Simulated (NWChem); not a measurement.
# SiHF, singlet; SMILES F[SiH]

Computed with NWChem. Low-valent species are run as closed-shell singlets; no triplet was tried in these runs. Coordinates come from a PBE-D3(BJ)/def2-SVP optimisation. B3LYP is NWChem's, with the RPA form of VWN correlation. Level: B3LYP/def2-SVP with SMD (1 M gas to 1 M solution), gas-phase geometry. Reactions with the solvent are ignored.

```
solvent        dielectric constant  solvation free energy (kcal/mol)  cavity-dispersion-structure term (kcal/mol)  dipole in solution (D)
-------------  -------------------  --------------------------------  -------------------------------------------  ----------------------
water                         78.4                              -1.0                                          1.4                    1.31
toluene                       2.37                              -1.9                                         -0.5                    1.21
acetone                       20.5                                 ?                                         -0.3                    1.30
cyclohexanone                 15.6                              -2.2                                          0.1                    1.30
```

Question: Complete the blanks.

Answer: 
- acetone, solvation free energy (kcal/mol): -2.6
